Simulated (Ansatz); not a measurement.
Z-matrix (Å, degrees):
```
C
O 1 1.414
H 1 1.090 2 108.0
H 1 1.093 2 110.2 3 118.8
H 1 1.093 2 111.6 3 -119.8
Si 2 1.611 1 128.1 3 151.6
F 6 1.590 2 108.3 1 -27.7
O 6 1.650 2 109.3 1 -150.9
H 6 1.479 2 116.3 1 94.5
```

The species carries charge 0 and has multiplicity 2.

(1) List the ωB97M-V/def2-TZVPP orbital energies in eV (the Gaussian-basis code of Ansatz). (Estimate.)

Results:

(1) Computed: α occupied: -1808.75, -677.76, -527.99, -526.72, -283.22, -149.63, -103.79, -103.75, -103.72, -36.38, -31.90, -30.86, -22.61, -18.49, -16.86, -16.45, -16.12, -15.50, -15.27, -14.86, -14.32, -13.03, -13.02, -12.02, -11.44. α empty: 2.53, 3.05, 3.23, 3.67, 4.66, 4.74, 5.02, 5.31. β occupied: -1808.76, -677.76, -527.37, -526.71, -283.22, -149.63, -103.79, -103.76, -103.72, -36.38, -31.84, -29.05, -22.58, -18.38, -16.82, -16.28, -16.00, -15.42, -14.99, -14.37, -13.13, -12.33, -11.97, -11.36. β empty: -2.78, 2.60, 3.11, 3.31, 3.75, 4.66, 4.77, 5.14. ⟨S²⟩ = 0.753.
